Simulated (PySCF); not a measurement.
Predicted microwave data (PBE0/def2-SVPD in PySCF (dipole) on a GFN2-xTB geometry, gas phase) for one isomer of C7H7FO:

```
Rotational constants : A = 4254, B = 1236, C = 1085 MHz
Dipole components    : |μa| = 1.63 D, |μb| = 0.10 D, |μc| = 0.95 D
Inertial defect      : -61.87 u·Å²
κ                    : -0.90
```

Question: Which candidate fits, each taken in the one conformer that was computed?
A. `[CH3:1][O:2][c:3]1[cH:4][cH:5][cH:6][c:7]([F:8])[cH:9]1` with C1–O2–C3–C4 180°
B. `[CH2:1]=[CH:2][C@:3]([CH3:4])([F:5])[C:6]#[C:7][CH:8]=[O:9]` with C1–C2–C3–C4 118°
C. `[CH:1]#[C:2][C@@H:3]([F:4])[C@@H:5]1[CH:6]=[CH:7][O:8][CH2:9]1` with C2–C3–C5–C6 61°
D. `[OH:1][CH2:2][C@@:3]12[CH:4]=[CH:5][C@H:6]3[C@@H:7]1[C@@:8]23[F:9]` with H–O1–C2–C3 55°, O1–C2–C3–C4 -71°
E. `[CH3:1][O:2][C@:3]12[CH:4]=[CH:5][C@:6]3([F:7])[C@H:8]1[C@H:9]23` with C1–O2–C3–C4 73°
F. `[CH:1]#[C:2]/[CH:3]=[C:4](/[F:5])[C@@H:6]([CH3:7])[CH:8]=[O:9]` with C3–C4–C6–C7 -82°, C4–C6–C8–O9 -141°

Answer: E. It is CO[C@]12C=C[C@]3(F)[C@H]1[C@@H]32, a near-prolate asymmetric top, point group C1. The candidates at the same level (rigid rotor, commonest isotopes):

| SMILES | A (MHz) | B (MHz) | C (MHz) | μa (D) | μb (D) | μc (D) | Δ (u·Å²) | point group | rotor |
| --- | --- | --- | --- | --- | --- | --- | --- | --- | --- |
| OC[C@@]12C=C[C@H]3[C@@H]1[C@]32F | 2510 | 1584 | 1161 | 0.60 | 1.59 | 0.01 | -85.22 | C1 | asymmetric top |
| COc1cccc(F)c1 | 2850 | 1279 | 888.0 | 1.46 | 0.05 | 0.00 | -3.22 | Cs | asymmetric top |
| C#C[C@@H](F)[C@@H]1C=COC1 | 2547 | 1393 | 1182 | 0.71 | 0.43 | 1.34 | -133.87 | C1 | asymmetric top |
| CO[C@]12C=C[C@]3(F)[C@H]1[C@@H]32 | 4254 | 1236 | 1085 | 1.63 | 0.10 | 0.95 | -61.87 | C1 | near-prolate asymmetric top |
| C#C/C=C(/F)[C@@H](C)C=O | 1913 | 1550 | 1040 | 1.10 | 0.45 | 0.04 | -104.51 | C1 | asymmetric top |
| C=C[C@](C)(F)C#CC=O | 3081 | 770.5 | 723.0 | 2.60 | 0.15 | 0.18 | -120.97 | C1 | near-prolate asymmetric top |

`C#C/C=C(/F)[C@@H](C)C=O` has A 55 % too low; `C=C[C@](C)(F)C#CC=O` has B 38 % too low; `OC[C@@]12C=C[C@H]3[C@@H]1[C@]32F` has A 41 % too low; `COc1cccc(F)c1` has A 33 % too low; `C#C[C@@H](F)[C@@H]1C=COC1` has A 40 % too low. No structure here is proved a minimum.
